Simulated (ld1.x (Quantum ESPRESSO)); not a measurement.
Results of a calculation; reference values are marked as such.
# Potentials for antimony compared

Generated with ld1.x 7.5 (TM, RRKJ, ultrasoft, PAW), atompaw 4.2 or ONCVPSP 4.0.1. The cutoff is in Ry: for ld1.x and atompaw files where the sum of valence levels is converged to 10 mRy in a Bessel basis, for ONCV files where the hardest occupied wave has 1 mHa per electron of residual kinetic energy. The error is the largest all-electron minus pseudo excitation energy over each file’s own four to seven test configurations (ionisations up to +4, promotions, holes and added fractions of an electron), all of which were solved. The labels leave out finer settings (local radius, basis sizes, second energies), which also bear on the numbers. Spin-polarised tests are not counted. The rows are a selection from randomly drawn settings: files with unsolved tests, undetermined cutoffs or missed reference levels are left out.

A true bound ghost makes a file unfit for plane-wave use even where its test errors are small: the radial tests pick states by their node count and pass the ghost by.

```csv
potential,cutoff (Ry),largest error (meV),bound ghosts
"TM semilocal, PBE, scalar-relativistic, rc 2.18/2.64/2.32 (spd), local p, core correction no, reference 5s2 5p2",21,+18,none
"TM semilocal, LDA (PZ), scalar-relativistic, rc 2.00/2.05/1.70 (spd), local d, core correction no, reference 5s2 5p1.5",25,+415,none
"TM, LDA (PZ), fully relativistic, rc 1.75/1.65/1.35 (spd), local smoothed, core correction yes, reference 4d10 5s2 5p3",100,+34,s
```

(1) Fill in the row for Sb: TM, PBE, fully relativistic, rc 1.75/1.80/1.70 (spd), local s, core correction no, reference 4d10 5s2 5p3.

(2) Fill in the row for Sb: TM, PBEsol, scalar-relativistic, rc 1.60/1.95/1.15/1.85 (spdf), local s, core correction yes, reference 4d10 5s2 5p3.

(3) Fill in the row for Sb: PAW, LDA (PZ), scalar-relativistic, rc 1.95/2.40/1.15 (spd), local smoothed, core correction yes, reference 4d10 5s1.5 5p3.5.

Answers

(1) cutoff 80 Ry, largest error -279 meV, bound ghosts: none.

(2) cutoff 110 Ry, largest error -328 meV, bound ghosts: none.

(3) cutoff 110 Ry, largest error -101 meV, bound ghosts: none.
